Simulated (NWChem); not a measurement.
System: C2H4BNO2; SMILES CB(O)N=C=O

```xyz
10

B     -0.0768     0.9573    -0.0021
C      1.2453     1.8131    -0.0002
H      1.8880     1.5211    -0.8465
H      1.8274     1.5966     0.9111
H      1.0821     2.9004    -0.0504
N      0.0026    -0.4733    -0.0012
C     -0.0051    -1.6666    -0.0003
O      0.0073    -2.8357     0.0005
O     -1.3265     1.4837     0.0005
H     -1.3189     2.4455    -0.0002
```
Atoms are numbered in this order, from 1.

Program: NWChem. Medium grid unless said otherwise, to which SCAN and Minnesota functionals are sensitive. Structure relaxed at the PBE0/def2-SVP level. Hybrids' shares of exact exchange are those that their runs print; pure functionals count as 0. The functionals differ in more than this share.

```
row                                   share of exact exchange  orbital gap (eV)
------------------------------------  -----------------------  ----------------
PBE/def2-SVP                                             0.00              5.70
LDA (Slater exchange, PW92)/def2-SVP                     0.00              5.63
B3LYP/def2-SVP                                           0.20              7.63
r2SCAN0/def2-SVP                                         0.25              8.57
BHandHLYP/def2-SVP                                       0.50             10.58
M06-2X/def2-SVP                                          0.54          withheld
```

Fit a straight line of the last column on the one before it, predict the withheld value, and compare with the run.


1. Means of the 5 shown rows: x = 0.190, y = 7.622. Slope Σ(x − x̄)(y − ȳ)/Σ(x − x̄)² = 1.718/0.1720 = 9.986; intercept 5.725.
2. The shown rows scatter about the line by 0.178 (root mean square); the largest residual is +0.35, at r2SCAN0/def2-SVP.
3. At x = 0.54 (M06-2X/def2-SVP; beyond the shown range) the line gives 11.12.
4. The run gives 10.44, -0.68 from the line, 3.8 times the scatter.
